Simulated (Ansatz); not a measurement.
H3NOSiZn from Hartree–Fock to CCSD(T)

```xyz
7

N     0.011    0.371    1.009
Si    0.543   -0.622   -0.221
O     0.014   -0.640   -1.649
Zn   -1.852    0.980   -2.263
H     0.388    0.351    1.942
H    -0.725    1.048    0.875
H     1.620   -1.487    0.306
```

The species carries charge 0 and has multiplicity 1. For Zn the d shell is correlated and the shells below it are frozen. Scalar relativity is left out up to krypton. The bonds changed during the relaxation, so this is another structure than the one it started from. The structure was optimised at the PBE0-D4/def2-TZVP level. It is one conformer, not always the lowest. Frozen core, restricted reference, Ansatz 0.2.0.

```tsv
basis	HF (Eh)	MP2 corr.
def2-SVP	-2197.38447	-0.74234
def2-TZVPP	-2197.91082	-1.06062
def2-QZVPP	-2197.96708	-1.14079
```

(1) Estimate the CCSD correlation energy and the (T) correction in each basis where they were run (hartree).

## Answers

(1) 
```
     basis  CCSD corr.       (T)
  def2-SVP    -0.74778  -0.02197
def2-TZVPP    -1.03241  -0.03839
```
